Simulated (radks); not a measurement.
Removal energies from the indium ion In2+, [Kr] 4d10 5s1, by Delta-SCF beside the eigenvalue of the level emptied. Method: scalar-relativistic Kohn-Sham, PBE, spin-polarised, spherical densities, finite nucleus; Fermi nuclear charge, rms radius of each element as measured or else 0.836 A^(1/3) + 0.57 fm; computed with a radial shooting solver on a logarithmic mesh with Libxc functionals. Open shells are filled with parallel spins first.

removed from,final configuration,Delta-SCF (eV),-eigenvalue (eV)
5s,[Kr] 4d10,28.574,24.150
4d,[Kr] 4d9 5s1,44.150,36.365
4p,[Ar] 3d10 4s2 4p5 4d10 5s1,104.92,96.125
4s,[Ar] 3d10 4s1 4p6 4d10 5s1,146.83,137.66
